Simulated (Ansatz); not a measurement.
Ansatz (a first-principles code) job for C₃H₈O₂Si, SMILES OC[SiH]1COC1, PBE-D3(BJ)/def2-SVP. 

Ansatz 0.2 input:
```yaml
crystal:
  periodic: [false, false, false]
  atoms:
    - {symbol: O, position_ang: [2.65215360, -0.04835405, 0.52830915]}
    - {symbol: C, position_ang: [1.73494079, 0.08885851, -0.56433379]}
    - {symbol: Si, position_ang: [0.00835917, 0.48464297, 0.12598378]}
    - {symbol: C, position_ang: [-1.05830901, -0.93059305, 0.82202479]}
    - {symbol: O, position_ang: [-2.12468536, -0.60404459, -0.10477704]}
    - {symbol: C, position_ang: [-1.56069406, 0.41726079, -0.96152228]}
    - {symbol: H, position_ang: [2.74554671, 0.82329187, 0.94251155]}
    - {symbol: H, position_ang: [2.08174275, 0.83128294, -1.31211473]}
    - {symbol: H, position_ang: [1.71954766, -0.88413606, -1.08165326]}
    - {symbol: H, position_ang: [0.16405057, 1.68501175, 1.00154261]}
    - {symbol: H, position_ang: [-0.67930188, -1.95659308, 0.65318848]}
    - {symbol: H, position_ang: [-1.41461295, -0.86739471, 1.86472524]}
    - {symbol: H, position_ang: [-2.21805396, 1.30370798, -1.00076533]}
    - {symbol: H, position_ang: [-1.43131942, 0.04585920, -1.99647675]}
basis:
  gaussian:
    orbitals: def2-SVP
hamiltonian:
  xc: pbe
  dispersion: d3bj
relax: {f_tol: 0.002, max_steps: 200}
```

Output:

```
WARN ansatz: RAYON_NUM_THREADS=2 ignored (pool sized by the plan → 2); use --threads N
Functional definition: PBE
integrals: 0.07 GiB planned
1420 factors; their error is unknown
mean field: 0.41 GiB planned
mean field evaluation 1: about -15178.7068 eV, gradient 7.1e1 eV
mean field evaluation 2: about -15156.7162 eV, gradient 1.2e2 eV
mean field evaluation 4: about -15190.5432 eV, gradient 9.1e0 eV
mean field evaluation 8: about -15190.7042 eV, gradient 2.2e-1 eV
mean field evaluation 16: about -15190.6220 eV, gradient 7.9e-4 eV
mean field -15190.62204773 eV, -558.2450636805 hartree, gradient 2.2e-5 eV, S^2 0.000000; 0 other end points of the search recorded, 0 dependent functions left out
the calculation of the forces begins
reference -15190.62208258 eV, -558.2450649615 hartree; 28, 28 occupied and 100, 100 virtual orbitals, 1420 factors
relax step   1: F+E_penalty+E_count = -15190.91936895 eV  Δ(F+E_penalty+E_count) = +0.000e0 eV  max|allowed force component| = 3.165e-1 eV/Å  Δτ_max = 0.0000 Å  (30 SCF iters, accepted)
these checks for a lower state are left out or cut short: starts, cluster_reference, orbital_swaps, neighbouring_geometries, increment
integrals: 0.07 GiB planned
1420 factors; their error is unknown
mean field: 0.41 GiB planned
mean field -15190.63648825 eV, -558.2455943598 hartree, gradient 2.6e-5 eV, S^2 0.000000; 0 other end points of the search recorded, 0 dependent functions left out
the calculation of the forces begins
reference -15190.63652313 eV, -558.2455956416 hartree; 28, 28 occupied and 100, 100 virtual orbitals, 1420 factors
relax step   2: F+E_penalty+E_count = -15190.93319004 eV  Δ(F+E_penalty+E_count) = -1.382e-2 eV  max|allowed force component| = 1.324e-1 eV/Å  Δτ_max = 0.0112 Å  (31 SCF iters, accepted)
these checks for a lower state are left out or cut short: starts, cluster_reference, orbital_swaps, neighbouring_geometries, increment
integrals: 0.07 GiB planned
1420 factors; their error is unknown
mean field: 0.41 GiB planned
mean field evaluation 32: about -15190.6389 eV, gradient 8.8e-4 eV
mean field -15190.63888909 eV, -558.2456825893 hartree, gradient 2.7e-5 eV, S^2 0.000000; 0 other end points of the search recorded, 0 dependent functions left out
the calculation of the forces begins
reference -15190.63892399 eV, -558.2456838717 hartree; 28, 28 occupied and 100, 100 virtual orbitals, 1420 factors
relax step   3: F+E_penalty+E_count = -15190.93509597 eV  Δ(F+E_penalty+E_count) = -1.906e-3 eV  max|allowed force component| = 3.929e-2 eV/Å  Δτ_max = 0.0101 Å  (31 SCF iters, accepted)
these checks for a lower state are left out or cut short: starts, cluster_reference, orbital_swaps, neighbouring_geometries, increment
integrals: 0.07 GiB planned
1420 factors; their error is unknown
mean field: 0.41 GiB planned
mean field -15190.63904040 eV, -558.2456881496 hartree, gradient 9.9e-6 eV, S^2 0.000000; 0 other end points of the search recorded, 0 dependent functions left out
the calculation of the forces begins
reference -15190.63907528 eV, -558.2456894316 hartree; 28, 28 occupied and 100, 100 virtual orbitals, 1420 factors
relax step   4: F+E_penalty+E_count = -15190.93521431 eV  Δ(F+E_penalty+E_count) = -1.183e-4 eV  max|allowed force component| = 2.303e-2 eV/Å  Δτ_max = 0.0034 Å  (24 SCF iters, accepted)
these checks for a lower state are left out or cut short: starts, cluster_reference, orbital_swaps, neighbouring_geometries, increment
integrals: 0.07 GiB planned
1420 factors; their error is unknown
mean field: 0.41 GiB planned
mean field -15190.63907626 eV, -558.2456894675 hartree, gradient 9.8e-6 eV, S^2 0.000000; 0 other end points of the search recorded, 0 dependent functions left out
the calculation of the forces begins
reference -15190.63911112 eV, -558.2456907486 hartree; 28, 28 occupied and 100, 100 virtual orbitals, 1420 factors
relax step   5: F+E_penalty+E_count = -15190.93527739 eV  Δ(F+E_penalty+E_count) = -6.309e-5 eV  max|allowed force component| = 7.077e-3 eV/Å  Δτ_max = 0.0054 Å  (32 SCF iters, accepted)
these checks for a lower state are left out or cut short: starts, cluster_reference, orbital_swaps, neighbouring_geometries, increment
integrals: 0.07 GiB planned
1420 factors; their error is unknown
mean field: 0.41 GiB planned
mean field -15190.63915735 eV, -558.2456924474 hartree, gradient 2.7e-5 eV, S^2 0.000000; 0 other end points of the search recorded, 0 dependent functions left out
the calculation of the forces begins
reference -15190.63919220 eV, -558.2456937281 hartree; 28, 28 occupied and 100, 100 virtual orbitals, 1420 factors
[...]
these checks for a lower state are left out or cut short: starts, cluster_reference, orbital_swaps, neighbouring_geometries, increment
integrals: 0.07 GiB planned
1420 factors; their error is unknown
mean field: 0.42 GiB planned
mean field -15190.64420194 eV, -558.2458778330 hartree, gradient 1.3e-5 eV, S^2 0.000000; 0 other end points of the search recorded, 0 dependent functions left out
the calculation of the forces begins
reference -15190.64423723 eV, -558.2458791297 hartree; 28, 28 occupied and 100, 100 virtual orbitals, 1420 factors
relax step  18: F+E_penalty+E_count = -15190.94322489 eV  Δ(F+E_penalty+E_count) = -9.355e-4 eV  max|allowed force component| = 1.441e-1 eV/Å  Δτ_max = 0.0990 Å  (29 SCF iters, accepted)
these checks for a lower state are left out or cut short: starts, cluster_reference, orbital_swaps, neighbouring_geometries, increment
integrals: 0.07 GiB planned
1420 factors; their error is unknown
mean field: 0.42 GiB planned
mean field -15190.64530787 eV, -558.2459184752 hartree, gradient 1.1e-5 eV, S^2 0.000000; 0 other end points of the search recorded, 0 dependent functions left out
the calculation of the forces begins
reference -15190.64534311 eV, -558.2459197700 hartree; 28, 28 occupied and 100, 100 virtual orbitals, 1420 factors
relax step  19: F+E_penalty+E_count = -15190.94488537 eV  Δ(F+E_penalty+E_count) = -1.660e-3 eV  max|allowed force component| = 6.726e-2 eV/Å  Δτ_max = 0.0592 Å  (30 SCF iters, accepted)
these checks for a lower state are left out or cut short: starts, cluster_reference, orbital_swaps, neighbouring_geometries, increment
integrals: 0.07 GiB planned
1420 factors; their error is unknown
mean field: 0.42 GiB planned
mean field -15190.64600567 eV, -558.2459441187 hartree, gradient 1.1e-5 eV, S^2 0.000000; 0 other end points of the search recorded, 0 dependent functions left out
the calculation of the forces begins
reference -15190.64604091 eV, -558.2459454136 hartree; 28, 28 occupied and 100, 100 virtual orbitals, 1420 factors
relax step  20: F+E_penalty+E_count = -15190.94548585 eV  Δ(F+E_penalty+E_count) = -6.005e-4 eV  max|allowed force component| = 2.920e-2 eV/Å  Δτ_max = 0.0153 Å  (31 SCF iters, accepted)
these checks for a lower state are left out or cut short: starts, cluster_reference, orbital_swaps, neighbouring_geometries, increment
integrals: 0.07 GiB planned
1420 factors; their error is unknown
mean field: 0.42 GiB planned
mean field -15190.64598271 eV, -558.2459432749 hartree, gradient 1.1e-5 eV, S^2 0.000000; 0 other end points of the search recorded, 0 dependent functions left out
the calculation of the forces begins
reference -15190.64601795 eV, -558.2459445701 hartree; 28, 28 occupied and 100, 100 virtual orbitals, 1420 factors
relax step  21: F+E_penalty+E_count = -15190.94569973 eV  Δ(F+E_penalty+E_count) = -2.139e-4 eV  max|allowed force component| = 1.006e-2 eV/Å  Δτ_max = 0.0119 Å  (31 SCF iters, accepted)
these checks for a lower state are left out or cut short: starts, cluster_reference, orbital_swaps, neighbouring_geometries, increment
integrals: 0.07 GiB planned
1420 factors; their error is unknown
mean field: 0.42 GiB planned
mean field evaluation 160: about -15190.7273 eV, gradient 6.3e-1 eV
mean field -15190.64592729 eV, -558.2459412383 hartree, gradient 1.1e-5 eV, S^2 0.000000; 0 other end points of the search recorded, 0 dependent functions left out
the calculation of the forces begins
reference -15190.64596254 eV, -558.2459425339 hartree; 28, 28 occupied and 100, 100 virtual orbitals, 1420 factors
relax step  22: F+E_penalty+E_count = -15190.94575231 eV  Δ(F+E_penalty+E_count) = -5.258e-5 eV  max|allowed force component| = 7.642e-3 eV/Å  Δτ_max = 0.0102 Å  (32 SCF iters, accepted)
these checks for a lower state are left out or cut short: starts, cluster_reference, orbital_swaps, neighbouring_geometries, increment
integrals: 0.07 GiB planned
1420 factors; their error is unknown
mean field: 0.42 GiB planned
mean field -15190.64585691 eV, -558.2459386518 hartree, gradient 1.1e-5 eV, S^2 0.000000; 0 other end points of the search recorded, 0 dependent functions left out
the calculation of the forces begins
reference -15190.64589217 eV, -558.2459399477 hartree; 28, 28 occupied and 100, 100 virtual orbitals, 1420 factors
relax step  23: F+E_penalty+E_count = -15190.94576709 eV  Δ(F+E_penalty+E_count) = -1.478e-5 eV  max|allowed force component| = 4.066e-3 eV/Å  Δτ_max = 0.0060 Å  (32 SCF iters, accepted)
these checks for a lower state are left out or cut short: starts, cluster_reference, orbital_swaps, neighbouring_geometries, increment
integrals: 0.07 GiB planned
1420 factors; their error is unknown
mean field: 0.42 GiB planned
mean field -15190.64581464 eV, -558.2459370985 hartree, gradient 2.2e-5 eV, S^2 0.000000; 0 other end points of the search recorded, 0 dependent functions left out
the calculation of the forces begins
reference -15190.64584991 eV, -558.2459383945 hartree; 28, 28 occupied and 100, 100 virtual orbitals, 1420 factors
relax step  24: F+E_penalty+E_count = -15190.94577044 eV  Δ(F+E_penalty+E_count) = -3.350e-6 eV  max|allowed force component| = 2.622e-3 eV/Å  Δτ_max = 0.0027 Å  (23 SCF iters, accepted)
these checks for a lower state are left out or cut short: starts, cluster_reference, orbital_swaps, neighbouring_geometries, increment
integrals: 0.07 GiB planned
1420 factors; their error is unknown
mean field: 0.42 GiB planned
mean field -15190.64580743 eV, -558.2459368335 hartree, gradient 7.5e-5 eV, S^2 0.000000; 0 other end points of the search recorded, 0 dependent functions left out
the calculation of the forces begins
reference -15190.64584270 eV, -558.2459381297 hartree; 28, 28 occupied and 100, 100 virtual orbitals, 1420 factors
relax step  25: F+E_penalty+E_count = -15190.94577126 eV  Δ(F+E_penalty+E_count) = -8.200e-7 eV  max|allowed force component| = 9.267e-4 eV/Å  Δτ_max = 0.0007 Å  (20 SCF iters, accepted)
integrals: 0.07 GiB planned
1420 factors; their error is unknown
mean field: 0.42 GiB planned
mean field evaluation 192: about -15190.7287 eV, gradient 2.4e-1 eV
mean field -15190.64580743 eV, -558.2459368335 hartree, gradient 7.5e-5 eV, S^2 0.000000; 1 other end points of the search recorded, 0 dependent functions left out
the calculation of the forces begins
reference -15190.64584270 eV, -558.2459381297 hartree; 28, 28 occupied and 100, 100 virtual orbitals, 1420 factors
Total energy: -15190.94580653 eV, -558.2569615971 hartree
Atom 0 at     2.646826    -0.115534     0.487188 Å, force    -0.000826     0.000220    -0.000917 eV/Å
Atom 1 at     1.694757     0.065791    -0.565837 Å, force     0.000876    -0.000566     0.000927 eV/Å
Atom 2 at     0.005020     0.553553     0.170850 Å, force     0.000595     0.000730     0.000474 eV/Å
Atom 3 at    -1.035433    -0.913165     0.818465 Å, force    -0.000373    -0.000141     0.000012 eV/Å
Atom 4 at    -1.793279    -0.908351    -0.420492 Å, force    -0.000111    -0.000189    -0.000086 eV/Å
Atom 5 at    -1.535690     0.410515    -0.963540 Å, force    -0.000360    -0.000233     0.000040 eV/Å
Atom 6 at     2.777689     0.755345     0.906388 Å, force     0.000158    -0.000083     0.000144 eV/Å
Atom 7 at     2.041885     0.785373    -1.348812 Å, force    -0.000259     0.000128    -0.000243 eV/Å
Atom 8 at     1.586886    -0.913433    -1.078932 Å, force     0.000180    -0.000006    -0.000195 eV/Å
Atom 9 at     0.233519     1.773317     1.036326 Å, force    -0.000159    -0.000100    -0.000047 eV/Å
Atom 10 at    -0.545935    -1.897787     0.977741 Å, force     0.000129     0.000098     0.000089 eV/Å
Atom 11 at    -1.680829    -0.698029     1.704183 Å, force    -0.000009    -0.000113     0.000095 eV/Å
Atom 12 at    -2.362822     1.127900    -0.739699 Å, force     0.000009     0.000183    -0.000216 eV/Å
Atom 13 at    -1.413228     0.363305    -2.067187 Å, force     0.000151     0.000071    -0.000078 eV/Å
Dipole moment:     0.173981     0.431650    -0.000710 e Å
```

The run converged.

Cost: about 3.0 core-minutes (a rough figure).
